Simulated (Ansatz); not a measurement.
Isolated molecules relaxed with PBE0-D4/def2-TZVP in Ansatz; ΔE leaves out vibrations. CCSD(T)/CBS is the MP2 limit (def2-TZVPP, def2-QZVPP) plus CCSD(T) − MP2 in def2-TZVPP, frozen cores. This one scheme is used for every species. DFT in def2-TZVPP. Elements past krypton have def2 core potentials. For I outer-core shells are correlated without core-valence functions, which leaves a few kJ/mol of doubt a bond. Each species was taken in one conformer, which may not be the lowest.

`[CH3][Al]([F])[SH]` + HI → `[CH3][Al]([F])[I]` + H₂S  (ligand exchange at the Al–S bond)

`[CH3][Al]([F])[SH]`:

Z-matrix (Å, degrees):
```
C
Al 1 1.934
H 1 1.092 2 112.6
H 1 1.094 2 110.4 3 120.9
H 1 1.094 2 110.5 3 -121.0
F 2 1.650 1 120.1 3 178.5
S 2 2.176 1 125.7 3 -1.6
H 7 1.344 2 92.4 1 0.1
```

HI:

```xyz
2

I     0.457   -0.658   -0.080
H    -0.457    0.658    0.080
```

`[CH3][Al]([F])[I]`:

Z-matrix (Å, degrees):
```
C
Al 1 1.930
H 1 1.091 2 111.9
H 1 1.094 2 110.3 3 120.9
H 1 1.094 2 110.3 3 -120.9
F 2 1.646 1 120.2 3 179.7
I 2 2.463 1 124.1 3 -0.3
```

H₂S:

Cartesian coordinates in Å:
```
S 0.383 0.460 -0.160
H 0.179 -0.227 0.974
H -0.561 -0.233 -0.814
```

```
             level  ΔE (eV)
           PBE0-D4    -0.40
SCS-MP2/def2-TZVPP    -0.42
```

(1) What does CCSD(T)/CBS give? (Best estimate.)

Largest T1 diagnostic among the species: 0.011.

Answers

(1) The calculation gave: -0.43 eV. The listed levels differ from it by 0.03, 0.01 eV.

Leaving LDA and LC-ωPBE aside and taking each functional with its dispersion term where it has one, the values, not all of them listed here, spread over 0.12 eV, from BHLYP-D4 to B97M-V. From PBE to PBE0 (25 % exact exchange), in def2-TZVPP and without D4, ΔE moves by −0.03 eV.
